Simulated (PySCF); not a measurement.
Isomers of C3H2O. Isolated molecules, 0 K electronic values unless said otherwise. Strings in code marks are SMILES.

Quantity: vertical ionisation energy (energy after one electron is removed minus that of the parent at the parent's geometry), in eV.

Case: `O=c1cc1`. Geometry of `O=c1cc1` (neutral, multiplicity 1, Å):

```xyz
6

O      2.0201    -0.3256    -0.0364
C      0.8390    -0.1352    -0.0151
C     -0.5065    -0.5940     0.0631
C     -0.2962     0.7234    -0.0486
H     -1.2712    -1.3559     0.1475
H     -0.7853     1.6873    -0.1104
```

Task: Estimate the vertical ionisation energy (energy after one electron is removed minus that of the parent at the parent's geometry) that B3LYP-D3(BJ)/def2-TZVP // PBE0-D4/def2-TZVP (PySCF) returns for this input.

Result: 9.55 eV.
